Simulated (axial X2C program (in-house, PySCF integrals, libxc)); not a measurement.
# How long does CrC take?

A bond scan computed with an in-house all-electron X2C program for linear molecules (integrals from PySCF). Basis: Cr dyall-cv3z [9s10p6d3f2g], C dyall-v3z [7s6p2d1f] (cores contracted in-house).

Input file and command:
```json
{"zs": [24, 6], "q": 0, "bas": ["dyall-cv3z", "dyall-v3z"], "levels": ["PBE0", "HF", "TPSS"], "cc": true, "r0": 1.78, "thr": -2.0, "nmax": 90, "npts": 10, "nst": 2, "ntry": 6}
```
```bash
python so2c.py task.json out
```

Keys: zs atomic numbers; q charge; bas basis sets; levels methods; cc coupled cluster on or off; r0 starting distance in Å; thr threshold in hartree for freezing inner shells (an s shell follows its p shell); nmax most natural virtual spinors; npts points on the curve; nst determinants followed; ntry starts of the search. HF also brings MP2.

Hardware: 1 thread of AMD EPYC 7B13 (Zen 3), with other jobs on the host.

Wall time of one point of each curve, integrals apart:

```tsv
Hamiltonian	level	points	seconds a point
spin-free	PBE0	10	0.58
spin-free	HF	10	0.28
spin-free	CCSD(T) (10 electrons, 90 virtuals)	7	6.6
spin-free	TPSS	10	0.96
2c	PBE0	10	0.75
2c	HF	10	0.45
2c	CCSD(T) (10 electrons, 90 virtuals)	7	6.4
2c	TPSS	10	1
```

The rest:

Search with its distance optimisation 30 s, atoms 6.5 s, whole task 180 s. Coupled cluster runs on the points near the minimum only. The program drops outer points, and coupled cluster, when its time limit (not in the input) nears; MP2, further determinants and curves that did not converge are not in the table.
